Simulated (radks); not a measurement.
Fractional charge and spin in the 4s shell of selenium: the spin-up occupation runs from 0 to 1 and the spin-down occupation from 0 to 1; the fullest corner is Se+, [Ar] 3d10 4p(up 1.5, down 1.5) 4s(up 1, down 1). Method: scalar-relativistic Kohn-Sham, SCAN, spin-polarised, spherical densities, finite nucleus; meta-GGA in the generalised Kohn-Sham scheme; Fermi nuclear charge, rms radius of each element as measured or else 0.836 A^(1/3) + 0.57 fm; computed with a radial shooting solver on a logarithmic mesh with Libxc functionals. Energy (eV) minus the two flat planes that join the four corners (they meet along the diagonal where the two added fractions sum to one electron); zero is where a piecewise linear energy would lie.

\begin{tabular}{lrrr}
down \ up & 0 & 0.5 & 1 \\ \hline
0 & 0.000 & -1.367 & 0.000 \\
0.5 & -1.367 & 0.623 & -1.264 \\
1 & 0.000 & -1.264 & 0.000 \\
\end{tabular}

Corners above the fullest one (they belong to Se2+ and the next ion): (up 1, down 0) 32.610 eV, (up 0, down 1) 32.610 eV, (up 0, down 0) 78.212 eV. With half an added electron in each spin the energy lies 0.623 eV from the planes, and with half an added electron in spin up alone -1.367 eV. The planes are only a guide here: the flat-plane condition holds for ground states with one frontier orbital, while this shell lies below other occupied shells, so the corners above the fullest one are inner-hole states and not the ground states of those ions.
